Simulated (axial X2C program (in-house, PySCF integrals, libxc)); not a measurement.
**What spin–orbit coupling does to SnN**

Calculated with an in-house relativistic program for diatomic molecules. Spin-free means the one-electron spin-free X2C Hamiltonian; two-component (2c) means X2C with spin–orbit coupling and atomic mean-field two-electron Coulomb and Gaunt terms, so the difference of the two also holds small scalar two-electron terms. Basis: Sn dyall-cv3z [11s12p9d4f1g], N dyall-av3z [7s7p3d2f] (cores contracted in-house); Gaussian nuclei, density fitting, unrestricted open shells. Masses: Sn 119.902 u, N 14.003 u.

Spin-free state: M_S = 1/2, Λ = 1 (beyond evenly filled blocks: π+α, π+β, π-α); fragments Sn + N.

```csv
level,Re (Å),ωe (cm⁻¹),De (eV),μ (D)
HF,2.078,516.1,0.186,-2.42
CCSD,1.955,634.2,2.141,n/a
CCSD(T),1.945,671.4,n/a,n/a
```

Correlated methods: 19 electrons correlated (number of frozen shells: Sn 4 s, 3 p, 1 d; N 1 s), 259 virtual spin orbitals or spinors in MP2, 110 natural virtuals in coupled cluster.

Dipoles are positive if N is the positive end.

Within this multiplet, which Ω should lie lowest by the rule for regular and inverted multiplets?

The open π shell holds three electrons, one hole, so the multiplet is inverted: Ω = Λ + 1/2 = 3/2. The PBE0 2c search agrees.

Two-component determinant lowest at the distance of the search:

Ω = 3/2 (⟨Sz⟩ = 0.50, ⟨Lz⟩ = 1.00 at HF); fragments Sn + N.

```tsv
level	Re (Å)	ωe (cm⁻¹)	μ (D)
HF	2.082	510.3	-2.40
CCSD	1.964	612.0	n/a
CCSD(T)	1.953	646.7	n/a
```

From the two tables, how do the constants change at the CCSD(T) level (2c against spin-free)?

At the CCSD(T) level Re increases by 0.008 Å and ωe falls by 24.7 cm⁻¹.

The state is a single determinant with fixed occupations, the lowest that a limited PBE0 search found. Dissociation energies refer to the lowest single-determinant-based atoms at the same level and basis. De is not given where an atomic determinant may have missed its ground term or J level, or where the truncated virtual space spoils (T). Coupled cluster ran in a truncated set of natural virtual spinors; the MP2 energy of the rest was added. (T) has no such correction and the atoms are truncated less, which lowers De at CCSD(T) by a hundredth of an eV or more. PBE0 can misorder states that lie within some tenths of an eV, so this need not be the ground state of the molecule. The nearest other spin-free determinant of the search, M_S = 1/2, Λ = 0, lies 0.16 eV up at the distance of the search. The determinant is spin-polarised beyond a pure state at some levels (its spin-free form has ⟨S²⟩ too high), which makes Re and μ there less reliable. The T1 diagnostic is large, a sign of multireference character.
